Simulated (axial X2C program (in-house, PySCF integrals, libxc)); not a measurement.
# TcCl⁺: from the spin-free to the two-component result

Computed with an axial X2C code built on PySCF integrals. Spin-free means the one-electron spin-free X2C Hamiltonian; two-component (2c) means X2C with spin–orbit coupling and atomic mean-field two-electron Coulomb and Gaunt terms, so the difference of the two also holds small scalar two-electron terms. Basis: Tc dyall-cv3z [12s12p8d5f3g], Cl dyall-av3z [9s8p3d2f] (cores contracted in-house); Gaussian nuclei, density fitting, unrestricted open shells. Masses: Tc 98.907 u, Cl 34.969 u.

Spin-free state: M_S = 5/2, Λ = 0 (beyond evenly filled blocks: σα, π+α, π-α, δ+α, δ-α); fragments Tc+ + Cl.

```
level  Re (Å)  ωe (cm⁻¹)  De (eV)  μ (D)
 PBE0   2.189      443.6    3.435  -4.47
   HF   2.283      408.6    1.530  -6.96
  MP2   2.211      428.5    3.157    n/a
  M06   2.203      441.9      n/a  -4.56
```

Correlated methods: 13 electrons correlated (number of frozen shells: Tc 4 s, 3 p, 1 d; Cl 2 s, 1 p), 281 virtual spin orbitals or spinors in MP2.

Dipoles are positive if Cl is the positive end and refer to the centre of mass.

Two-component determinant lowest at the distance of the search:

Ω = 5/2 (⟨Sz⟩ = 2.50, ⟨Lz⟩ = 0.00 at HF); fragments Tc+ + Cl.

| level | Re (Å) | ωe (cm⁻¹) | De (eV) | μ (D) |
| --- | --- | --- | --- | --- |
| PBE0 | 2.189 | 443.3 | 3.432 | -4.47 |
| HF | 2.283 | 408.4 | n/a | -6.96 |
| MP2 | 2.211 | 428.3 | 3.122 | n/a |
| M06 | 2.203 | 441.5 | n/a | -4.56 |

(1) From the two tables, how do the constants change at the MP2 level (2c against spin-free)?

The state is a single determinant with fixed occupations, the lowest that a limited PBE0 search found. Dissociation energies refer to the lowest single-determinant-based atoms at the same level and basis. De is not given where an atomic determinant may have missed its ground term or J level, or where the truncated virtual space spoils (T). Density functionals use the spin component along the axis (collinear). The 2c atoms are single determinants rather than J levels; their spin–orbit lowering is only partly caught, and De is too large by that part. This holds for PBE0. The functionals have no current-density term, which raises determinants with orbital currents, atoms included. With several unpaired electrons one determinant need not be a pure state. This is the top spin component of a Σ state; components of lower Ω are not single determinants and can lie lower.

Results:

(1) At the MP2 level Re is unchanged within 0.001 Å and ωe is unchanged to within 0.2 cm⁻¹; De changes by -0.035 eV.
